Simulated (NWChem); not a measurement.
System: CdH₂SeS; SMILES [SH][Cd][SeH]

NWChem printed, in part:

```
             Northwest Computational Chemistry Package (NWChem) 7.3.0
             --------------------------------------------------------

 C1  symmetry detected

                             Geometry "geometry" -> ""
                             -------------------------

 Output coordinates in angstroms (scale by  1.889725989 to convert to a.u.)

  No.       Tag          Charge          X              Y              Z
 ---- ---------------- ---------- -------------- -------------- --------------
    1 Cd                  48.0000     0.51897020     0.49836550     0.00161582
    2 S                   16.0000    -0.94966908     2.38456734    -0.00681945
    3 H                    1.0000    -0.07060116     3.36614993     0.11983773
    4 Se                  34.0000    -0.31022329    -1.84870098     0.00379050
    5 H                    1.0000     0.90232833    -2.58493765    -0.21716265

 Effective nuclear repulsion energy (a.u.)     625.0668803695

                                Z-matrix (autoz)
                                --------

 Units are Angstrom for bonds and degrees for angles

      Type          Name      I     J     K     L     M      Value
      ----------- --------  ----- ----- ----- ----- ----- ----------
    1 Stretch                  1     2                       2.39055
    2 Stretch                  1     4                       2.48923
    3 Stretch                  2     3                       1.32375
    4 Stretch                  4     5                       1.43567
    5 Bend                     1     2     3               100.18122
    6 Bend                     1     4     5               101.65697
    7 Bend                     2     1     4               122.63707
    8 Torsion                  2     1     4     5         170.74037
    9 Torsion                  3     2     1     4         174.45490

                           NWChem Geometry Optimization
                           ----------------------------

 maximum gradient threshold         (gmax) =   0.000450
 rms gradient threshold             (grms) =   0.000300
 maximum cartesian step threshold   (xmax) =   0.001800
 rms cartesian step threshold       (xrms) =   0.001200
 fixed trust radius                (trust) =   0.300000
 source of zmatrix                         =   autoz

          -------------------
          Energy Minimization
          -------------------

 Using diagonal initial Hessian
 Scaling for Hessian diagonals: bonds = 1.00  angles = 0.25  torsions = 0.10

          --------
          Step   0

                                 NWChem DFT Module
                                 -----------------

 Summary of "ao basis" -> "ao basis" (spherical)
 ------------------------------------------------------------------------------
       Tag                 Description            Shells   Functions and Types
 ---------------- ------------------------------  ------  ---------------------
 Cd                         def2-svp                11       31   5s3p2d1f
 S                          def2-svp                 8       18   4s3p1d
 H                          def2-svp                 3        5   2s1p
 Se                         def2-svp                12       32   5s4p3d

            General Information
            -------------------
          SCF calculation type: DFT
          Wavefunction type:  closed shell.
          No. of atoms     :     5
          No. of electrons :    72
           Alpha electrons :    36
            Beta electrons :    36
          Charge           :     0
          Spin multiplicity:     1
          Use of symmetry is: off; symmetry adaption is: off
          Maximum number of iterations: 150
          AO basis - number of functions:    91
                     number of shells:    37
          Convergence on energy requested:  1.00D-06
          Convergence on density requested:  1.00D-05
          Convergence on gradient requested:  5.00D-04

              XC Information
              --------------
                         PBE0 Method XC Functional
                     Hartree-Fock (Exact) Exchange  0.250
          PerdewBurkeErnzerhof Exchange Functional  0.750
            Perdew 1991 LDA Correlation Functional  1.000 local
           PerdewBurkeErnz. Correlation Functional  1.000 non-local

[...]

      ----------------------
      Optimization converged
      ----------------------

  Step       Energy      Delta E   Gmax     Grms     Xrms     Xmax
  ---- ---------------- -------- -------- -------- -------- --------
@   10   -2967.89183156 -6.9D-08  0.00003  0.00001  0.00021  0.00044
                                     ok       ok       ok       ok

                                Z-matrix (autoz)
                                --------

 Units are Angstrom for bonds and degrees for angles

      Type          Name      I     J     K     L     M      Value     Gradient
      ----------- --------  ----- ----- ----- ----- ----- ---------- ----------
    1 Stretch                  1     2                       2.35065   -0.00000
    2 Stretch                  1     4                       2.45673    0.00003
    3 Stretch                  2     3                       1.35247   -0.00001
    4 Stretch                  4     5                       1.47237    0.00000
    5 Bend                     1     2     3                93.41868    0.00001
    6 Bend                     1     4     5                91.34053    0.00001
    7 Bend                     2     1     4               179.62749    0.00000
    8 Torsion                  2     1     4     5         128.47975    0.00000
    9 Torsion                  3     2     1     4         141.10757    0.00000

                         Geometry "geometry" -> "geometry"
                         ---------------------------------

 Output coordinates in angstroms (scale by  1.889725989 to convert to a.u.)

  No.       Tag          Charge          X              Y              Z
 ---- ---------------- ---------- -------------- -------------- --------------
    1 Cd                  48.0000    -0.37448856     0.34316998    -0.02386294
    2 S                   16.0000    -0.69177007     2.63189043    -0.45589351
    3 H                    1.0000     0.17541754     3.01687505     0.50792550
    4 Se                  34.0000    -0.05847767    -2.05138828     0.42530079
    5 H                    1.0000     1.04012376    -2.12510306    -0.55220789

 Effective nuclear repulsion energy (a.u.)     626.0139684844

                Final and change from initial internal coordinates
                --------------------------------------------------

                                Z-matrix (autoz)
                                --------

 Units are Angstrom for bonds and degrees for angles

[...]

 Rotational Constants
 --------------------
 A=   4.271977 cm-1  (  6.146285 K)
 B=   0.027872 cm-1  (  0.040100 K)
 C=   0.027855 cm-1  (  0.040076 K)

 Temperature                      =   298.15K
 frequency scaling parameter      =   1.0000

 Zero-Point correction to Energy  =   10.364 kcal/mol  (  0.016516 au)
 Thermal correction to Energy     =   14.270 kcal/mol  (  0.022741 au)
 Thermal correction to Enthalpy   =   14.862 kcal/mol  (  0.023684 au)

 Total Entropy                    =   82.468 cal/mol-K
   - Translational                =   42.140 cal/mol-K (mol. weight = 226.8096)
   - Rotational                   =   25.678 cal/mol-K (symmetry #  =        1)
   - Vibrational                  =   14.649 cal/mol-K

 Cv (constant volume heat capacity) =   17.175 cal/mol-K
   - Translational                  =    2.979 cal/mol-K
   - Rotational                     =    2.979 cal/mol-K
   - Vibrational                    =   11.216 cal/mol-K

[normal modes left out]

 ----------------------------------------------------------------------------
 Normal Eigenvalue ||           Projected Infra Red Intensities
  Mode   [cm**-1]  || [atomic units] [(debye/angs)**2] [(KM/mol)] [arbitrary]
 ------ ---------- || -------------- ----------------- ---------- -----------
    1       -0.000 ||    0.011556           0.267        11.265      19.638
    2       -0.000 ||    0.000233           0.005         0.227       0.396
    3       -0.000 ||    0.000000           0.000         0.000       0.000
    4        0.000 ||    0.000029           0.001         0.028       0.049
    5        0.000 ||    0.000032           0.001         0.031       0.054
    6        0.000 ||    0.000043           0.001         0.042       0.074
    7       74.111 ||    0.005601           0.129         5.460       9.518
    8       75.085 ||    0.005361           0.124         5.226       9.111
    9      145.635 ||    0.012867           0.297        12.543      21.866
   10      227.388 ||    0.002080           0.048         2.027       3.534
   11      369.322 ||    0.033863           0.781        33.011      57.546
   12      575.056 ||    0.000384           0.009         0.374       0.652
   13      634.642 ||    0.004739           0.109         4.620       8.053
   14     2446.375 ||    0.010178           0.235         9.922      17.297
   15     2705.322 ||    0.001302           0.030         1.269       2.212
 ----------------------------------------------------------------------------
```

Level: PBE0/def2-SVP with def2 effective core potentials on Cd. This build's default masses of Se (78.918 u) and Br (79.917 u) are each other's, which moves their modes by up to 0.6 %. def2 effective core potentials on Cd; no spin-orbit coupling.

Write an input that gives this output.

One answer among several that fit: the input that was run:
```
start job
memory heap 200 mb stack 900 mb global 1100 mb
geometry units angstroms
  Cd     0.594430    -0.132287    -0.432511
  S      0.474389     1.754711    -1.895234
  H      1.594209     1.590243    -2.581718
  Se    -1.050292    -0.520969     1.395084
  H     -0.702009    -1.846826     1.821638
end
basis spherical
  * library def2-svp
end
ecp
  Cd library def2-ecp
end
dft
  xc pbe0
  iterations 150
end
driver
  maxiter 120
end
task dft optimize
dft
  grid fine
  convergence energy 1d-8 density 1d-7
end
task dft freq numerical
```
